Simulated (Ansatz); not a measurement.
`[F][Al]([SH])[Br]` + `[NH2][Cd][F]` → `[NH2][Al]([F])[Br]` + `[F][Cd][SH]`  (redistribution)

Program: Ansatz. Geometries: PBE0-D4/def2-TZVP. ΔE: electronic, gas phase. CCSD(T)/CBS is the MP2 limit (def2-TZVPP, def2-QZVPP) plus CCSD(T) − MP2 in def2-TZVPP, frozen cores. DFT in def2-TZVPP. def2 core potentials past Kr. For Br, Cd outer-core shells are correlated without core-valence functions, which leaves a few kJ/mol of doubt a bond. Scalar relativity is left out up to krypton. Each species was taken in one conformer, which may not be the lowest.

`[F][Al]([SH])[Br]`:

Cartesian coordinates in Å:
```
F 0.048 -0.617 -2.101
Al 0.135 -0.295 -0.497
S -1.043 1.337 0.276
Br 1.455 -1.550 0.796
H -0.594 1.125 1.526
```

`[NH2][Cd][F]`:

Cartesian coordinates in Å:
```
N -0.842 -0.633 -0.013
Cd 0.619 0.713 -0.229
F 1.950 2.079 -0.561
H -0.482 -1.576 -0.113
H -1.245 -0.583 0.916
```

`[NH2][Al]([F])[Br]`:

Z-matrix (Å, degrees):
```
N
Al 1 1.746
H 1 1.007 2 124.6
H 1 1.006 2 124.3 3 180.0
F 2 1.642 1 119.7 3 0.0
Br 2 2.237 1 121.2 3 180.0
```

`[F][Cd][SH]`:

```xyz
4

F    -2.037   -0.549   -1.607
Cd   -0.700   -0.167   -0.256
S     0.871    0.283    1.377
H     1.866    0.433    0.486
```

CCSD(T)/CBS gives -83.7 kJ/mol.

Question: Another level gave -88.1 kJ/mol. Which?
A. PBE/def2-TZVPP
B. B2PLYP/def2-TZVPP
C. CAM-B3LYP/def2-TZVPP
D. BHLYP-D4/def2-TZVPP

Answer: C. CAM-B3LYP -88.1, BHLYP-D4 -93.7, PBE -73.3, B2PLYP -83.1 kJ/mol.

Largest T1 diagnostic among the species: 0.016.

From BLYP to BHLYP (50 % exact exchange), in def2-TZVPP and without D4, ΔE moves by −16.7 kJ/mol. In def2-TZVPP, CCSD(T) changes the Hartree–Fock value by +26.9 kJ/mol (the triples alone add +4.4 kJ/mol) and MP2 by +28.1 kJ/mol.
